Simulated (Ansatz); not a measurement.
Total energies of Zn₂Br₄ (the lowest singlet isomer of a short search) from Ansatz at PBE-D4/def2-TZVPD, gas phase (1 Eh = 27.2114 eV = 2625.5 kJ/mol). The reference geometry is relaxed at r2SCAN-D4/def2-SVP.

```tsv
atom	x (Å)	y (Å)	z (Å)
Zn1	1.154	0.905	0.665
Zn2	-1.164	-0.910	-0.640
Br3	2.796	2.177	1.508
Br4	-0.480	1.383	-1.078
Br5	0.433	-1.369	1.142
Br6	-2.740	-2.186	-1.596
```

| state | geometry | energy (Eh) |
| --- | --- | --- |
| charge 0 singlet | reference | -13853.61326 |
| charge -1 doublet | reference | -13853.64252 |
| charge -1 doublet | relaxed at r2SCAN-D4/def2-SVPD | -13853.68386 |
| free Zn atom (singlet) | – | -1779.12990 |
| free Br atom (doublet) | – | -2573.72119 |

Work out the vertical electron affinity, to the doublet.

E(charge 0 singlet) − E(charge -1 doublet) = -13853.61326 − (-13853.64252) = 0.02926 Eh = 0.80 eV.

How much does the charge -1 doublet relax, and what is the adiabatic electron affinity?

Relaxation: -13853.64252 − (-13853.68386) = 0.04134 Eh = 1.12 eV. Adiabatic electron affinity: 0.07060 Eh = 1.92 eV, without zero-point energy. 

What is the binding energy per atom against free atoms?

Atoms: 2 × (-1779.12990) + 4 × (-2573.72119) = -13853.14456 Eh. Binding: -13853.14456 − (-13853.61326) = 0.46870 Eh = 12.75 eV, or 2.13 eV for each of 6 atoms (no zero-point energy, no counterpoise term).

At PBE-D4/def2-TZVPD the highest occupied level of the charge -1 doublet lies above zero (up to 1.07 eV). By energy differences its removal costs 0.80 eV (vertical, to the charge 0 singlet, at PBE-D4/def2-TZVPD); a positive level beside a positive removal energy at the same level points to self-interaction error. 

The structure comes from a short search, and lower isomers may exist.
